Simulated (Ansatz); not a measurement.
Kohn–Sham single points on CH3IOSi (`I[SiH]1CO1`).

```yaml
crystal:
  periodic: [false, false, false]
  atoms:
    - {symbol: I, position_ang: [1.033867, -2.187515, -1.498532]}
    - {symbol: Si, position_ang: [-0.092130, -0.785687, 0.106904]}
    - {symbol: C, position_ang: [-0.136438, 1.006445, -0.048087]}
    - {symbol: O, position_ang: [0.799992, 0.351946, 0.901430]}
    - {symbol: H, position_ang: [-1.040949, -1.584596, 0.903916]}
    - {symbol: H, position_ang: [0.377462, 1.509720, -0.863828]}
    - {symbol: H, position_ang: [-0.880703, 1.621687, 0.452599]}
basis:
  gaussian: {orbitals: def2-TZVPP}
hamiltonian: {xc: pbe0, dispersion: d4}
output: {orbitals: {seedname: orbitals}}
```

```sh
$ ansatz run in.yaml --threads 2 --pin off --events-out ev --progress --plain --max-ram 4352MiB
```

Shortened log:

```
Functional definition: PBE0
  name "PBE0"
  cite "Adamo & Barone, J. Chem. Phys. 110, 6158 (1999) doi:10.1063/1.478522"
  cite "Perdew, Burke & Ernzerhof, Phys. Rev. Lett. 77, 3865 (1996) doi:10.1103/PhysRevLett.77.3865"
  parent pbe
  parameter a = 0.25
  parameter kappa = 0.804
  parameter beta = 0.06672455060314922
  exchange = (1 - a)*pbe_x(kappa = kappa, mu = beta*pi^2/3) + a*exact_x
  correlation = pbe_c(beta = beta)
1217 factors; their error is unknown
mean field evaluation 1: about -19100.8883 eV, gradient 5.4e1 eV
mean field evaluation 2: about -19079.2009 eV, gradient 1.1e2 eV
mean field evaluation 4: about -19106.8126 eV, gradient 9.2e0 eV
mean field evaluation 8: about -19107.2593 eV, gradient 7.8e-1 eV
mean field evaluation 16: about -19107.2597 eV, gradient 4.1e-5 eV
mean field -19107.25972005 eV, -702.1788433461 hartree, gradient 4.1e-5 eV, S^2 0.000000; 0 other end points of the search recorded, 0 dependent functions left out
reference -19107.25974845 eV, -702.1788443898 hartree; 28, 28 occupied and 168, 168 virtual orbitals, 1217 factors
Total energy: -19107.40615066 eV, -702.1842245718 hartree
```

Hardware: 2 threads of an AMD EPYC 7B13 on a shared host. Wall time 3.4 s, peak host memory 0.44 GiB.

Changing it to `hamiltonian: {xc: pbe, dispersion: d4}` and forces (abridged; 2.4 s):

```
Functional definition: PBE
mean field evaluation 16: about -19105.7669 eV, gradient 3.7e-4 eV
mean field -19105.76688297 eV, -702.1239825952 hartree, gradient 2.2e-5 eV, S^2 0.000000
Total energy: -19105.93894189 eV, -702.1303056440 hartree
Atom 0 force     0.115503    -0.148775    -0.164699 eV/Å
Atom 1 force    -0.310957    -0.500966    -0.249012 eV/Å
Atom 2 force    -0.208867     0.268846    -0.197819 eV/Å
Atom 3 force     0.606629     0.216675     0.604306 eV/Å
Atom 4 force    -0.117986    -0.089114     0.112425 eV/Å
Atom 5 force     0.090641     0.108377    -0.200532 eV/Å
Atom 6 force    -0.174963     0.144957     0.095330 eV/Å
Dipole moment:    -0.273428    -0.016511    -0.129278 e Å
```

Changing it to `hamiltonian: {xc: {name: B97M-V}}` (abridged; 8 s):

```
Functional definition: B97M-V
mean field evaluation 16: about -19110.6541 eV, gradient 5.4e-4 eV
mean field -19110.65410506 eV, -702.3035846942 hartree, gradient 4.4e-5 eV, S^2 0.000000
Total energy: -19110.65415958 eV, -702.3035866980 hartree
```

Changing it to `hamiltonian: {xc: {name: BLYP}, dispersion: d4}` (abridged; 2 s):

```
Functional definition: BLYP
mean field evaluation 16: about -19111.2789 eV, gradient 2.4e-4 eV
mean field -19111.27885125 eV, -702.3265436933 hartree, gradient 5.8e-5 eV, S^2 0.000000
Total energy: -19111.65167386 eV, -702.3402446717 hartree
```

Changing it to `hamiltonian: {xc: hse06, dispersion: d4}` (abridged; 3.7 s):

```
Functional definition: HSE06
mean field evaluation 16: about -19106.8920 eV, gradient 2.4e-4 eV
mean field -19106.89196685 eV, -702.1653286651 hartree, gradient 6.6e-5 eV, S^2 0.000000
Total energy: -19107.03032771 eV, -702.1704133331 hartree
```

Changing it to `hamiltonian: {xc: {name: BHLYP}, dispersion: d4}` (abridged; 3.2 s):

```
Functional definition: BHLYP
mean field evaluation 16: about -19110.5788 eV, gradient 3.4e-4 eV
mean field -19110.57879335 eV, -702.3008170401 hartree, gradient 7.5e-5 eV, S^2 0.000000
Total energy: -19110.82340912 eV, -702.3098065039 hartree
```

HSE06 is the plane-wave form, built on full-range PBE exchange.
